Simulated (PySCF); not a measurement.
C6H11N2P.
SMILES with atom numbers: `[CH3:1][N:2]=[P:3]1([NH:4][CH3:5])[CH:6]=[CH:7][CH:8]=[CH:9]1` (hydrogens: H10, H11, H12 on C1; H13 on N4; H14, H15, H16 on C5; H17 on C6; H18 on C7; H19 on C8; H20 on C9)

The same species was optimised twice, with GFN2-xTB and with PBE0-D3(BJ)/def2-SVP (PySCF), and the same property calculations (PySCF, gas phase) were run on both structures.

| coordinate | GFN2-xTB | PBE0-D3(BJ)/def2-SVP | change |
| --- | --- | --- | --- |
| C7–C8 (Å) | 1.457 | 1.482 | +0.025 |
| C1–N2 (Å) | 1.443 | 1.432 | -0.011 |
| C8=C9 (Å) | 1.337 | 1.344 | +0.007 |
| N4–C5 (Å) | 1.450 | 1.444 | -0.006 |
| C6=C7 (Å) | 1.338 | 1.344 | +0.006 |
| P3–N4 (Å) | 1.662 | 1.669 | +0.007 |
| N2=P3 (Å) | 1.563 | 1.559 | -0.004 |
| P3–C9 (Å) | 1.838 | 1.834 | -0.004 |
| P3–C6 (Å) | 1.825 | 1.827 | +0.002 |
| N2–P3–N4 (°) | 105.6 | 108.5 | +2.9 |
| N4–P3–C6 (°) | 105.5 | 102.6 | -2.9 |
| N2–P3–C9 (°) | 119.6 | 116.9 | -2.7 |
| P3–N4–C5 (°) | 120.5 | 122.3 | +1.8 |
| N2–P3–C6 (°) | 121.8 | 123.5 | +1.7 |
| C6–P3–C9 (°) | 90.0 | 91.0 | +1.0 |
| N4–P3–C9 (°) | 113.6 | 113.0 | -0.6 |
| C1–N2–P3 (°) | 126.3 | 126.7 | +0.4 |
| N2–P3–N4–C5 (°) | -34 | -44 | -10 |

Rotational constants: A = 1918, B = 1260, C = 974.7 MHz (GFN2-xTB) against A = 1826, B = 1287, C = 979.8 MHz (PBE0-D3(BJ)/def2-SVP). Point groups within 0.08 Å: C1 and C1.

On the GFN2-xTB structure: HOMO (eV) -5.76 [PBE0/pcSseg-1]; LUMO (eV) -2.01 [PBE0/pcSseg-1]; dipole (D) 2.99 [PBE0/pcSseg-1]; GIAO shielding of C1 (ppm) 154.0 [PBE0/pcSseg-1]; GIAO shielding of N2 (ppm) 254.8 [PBE0/pcSseg-1]; GIAO shielding of P3 (ppm) 304.0 [PBE0/pcSseg-1]; GIAO shielding of N4 (ppm) 238.0 [PBE0/pcSseg-1]; GIAO shielding of C5 (ppm) 162.5 [PBE0/pcSseg-1]; GIAO shielding of C6/C9 (mean) (ppm) 48.5 [PBE0/pcSseg-1]; GIAO shielding of C7/C8 (mean) (ppm) 41.5 [PBE0/pcSseg-1].

Problem. What do these properties become on the PBE0-D3(BJ)/def2-SVP structure?

Solution. 
```json
{"property": "HOMO (eV)", "level": "PBE0/pcSseg-1", "on GFN2-xTB": "-5.76", "on PBE0-D3(BJ)/def2-SVP": "-5.84", "change": "-0.08"}
{"property": "LUMO (eV)", "level": "PBE0/pcSseg-1", "on GFN2-xTB": "-2.01", "on PBE0-D3(BJ)/def2-SVP": "-1.92", "change": "+0.09"}
{"property": "dipole (D)", "level": "PBE0/pcSseg-1", "on GFN2-xTB": "2.99", "on PBE0-D3(BJ)/def2-SVP": "3.24", "change": "+0.25"}
{"property": "energy, GFN2-xTB geometry as zero (kcal/mol)", "level": "PBE0/pcSseg-1", "on GFN2-xTB": "0.0", "on PBE0-D3(BJ)/def2-SVP": "-1.8", "change": "-1.8"}
{"property": "GIAO shielding of C1 (ppm)", "level": "PBE0/pcSseg-1", "on GFN2-xTB": "154.0", "on PBE0-D3(BJ)/def2-SVP": "150.6", "change": "-3.4"}
{"property": "GIAO shielding of N2 (ppm)", "level": "PBE0/pcSseg-1", "on GFN2-xTB": "254.8", "on PBE0-D3(BJ)/def2-SVP": "225.0", "change": "-29.8"}
{"property": "GIAO shielding of P3 (ppm)", "level": "PBE0/pcSseg-1", "on GFN2-xTB": "304.0", "on PBE0-D3(BJ)/def2-SVP": "304.3", "change": "+0.3"}
{"property": "GIAO shielding of N4 (ppm)", "level": "PBE0/pcSseg-1", "on GFN2-xTB": "238.0", "on PBE0-D3(BJ)/def2-SVP": "228.8", "change": "-9.2"}
{"property": "GIAO shielding of C5 (ppm)", "level": "PBE0/pcSseg-1", "on GFN2-xTB": "162.5", "on PBE0-D3(BJ)/def2-SVP": "160.5", "change": "-2.0"}
{"property": "GIAO shielding of C6/C9 (mean) (ppm)", "level": "PBE0/pcSseg-1", "on GFN2-xTB": "48.5", "on PBE0-D3(BJ)/def2-SVP": "48.0", "change": "-0.5"}
{"property": "GIAO shielding of C7/C8 (mean) (ppm)", "level": "PBE0/pcSseg-1", "on GFN2-xTB": "41.5", "on PBE0-D3(BJ)/def2-SVP": "39.3", "change": "-2.2"}
```

The heavy atoms differ by 0.147 Å rms after alignment. Among the bonds compared C7–C8 changes most (+0.025 Å). Changes are differences of the printed values. Neither structure is proved a minimum here.

The values belong to the conformer `[CH3:1][N:2]=[P:3]1([NH:4][CH3:5])[CH:6]=[CH:7][CH:8]=[CH:9]1`: N2–P3–N4–C5 -44°.
